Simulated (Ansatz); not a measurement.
Geometry optimisation, Ansatz 0.2.0, RKS B3LYP/def2-SVP.

The input (input.yaml):

```yaml
crystal:
  periodic: [false, false, false]
  atoms:
    - { symbol: "N", position_ang: [-1.21524, 1.57185, 0.34346] }
    - { symbol: C, position_ang: [0.00172, 1.28837, 0.15086] }
    - { symbol: Al, position_ang: [0.80721, -0.54495, -0.16615] }
    - { symbol: O, position_ang: [-0.11943, -1.89686, -0.21121] }
    - { symbol: H, position_ang: [-1.84917, 0.76681, 0.33621] }
    - { symbol: H, position_ang: [0.65787, 2.17004, 0.16531] }
    - { symbol: H, position_ang: [2.32399, -0.64609, -0.3694] }
    - { symbol: H, position_ang: [-0.60695, -2.70917, -0.24908] }
basis:
  gaussian: { orbitals: def2-SVP }
hamiltonian:
  xc: b3lyp
relax:
  f_tol: 0.02
  max_steps: 50
```

Run as:

```bash
$ ansatz run input.yaml --threads 1 --pin off --max-ram 2048MiB --backend cpu --events-out ev --progress --plain --runs-dir out
```

Where does it end, and by what steps?

The run converged. After 14 steps the energy has fallen by 0.180 eV; O4 moved furthest, 0.37 Å.

| step | energy less start (eV) | largest force component (eV/Å) | accepted |
| --- | --- | --- | --- |
| 0 | 0.0000 | 1.401 | yes |
| 1 | -0.0695 | 0.618 | yes |
| 2 | -0.0864 | 0.115 | yes |
| 3 | -0.0868 | 0.111 | yes |
| 4 | -0.0926 | 0.105 | yes |
| 5 | -0.0929 | 0.096 | yes |
| 6 | -0.0953 | 0.100 | yes |
| 7 | -0.1040 | 0.254 | yes |
| 8 | -0.1198 | 0.543 | yes |
| 9 | -0.1332 | 1.297 | yes |
| 10 | -0.1768 | 0.143 | yes |
| 11 | -0.1754 | 0.219 | no |
| 12 | -0.1787 | 0.040 | yes |
| 13 | -0.1797 | 0.151 | yes |
| 14 | -0.1800 | 0.014 | yes |

```xyz
8
Properties=species:S:1:pos:R:3
N -1.244 1.509 0.330
C 0.009 1.304 0.151
Al 0.794 -0.489 -0.156
O -0.421 -1.687 -0.143
H -1.766 0.620 0.290
H 0.639 2.218 0.181
H 2.320 -0.839 -0.388
H -0.331 -2.636 -0.265
```

Time of the run: 84 s on 1 thread of Arm Neoverse N1, with other jobs on the host, peak memory 0.15 GiB.
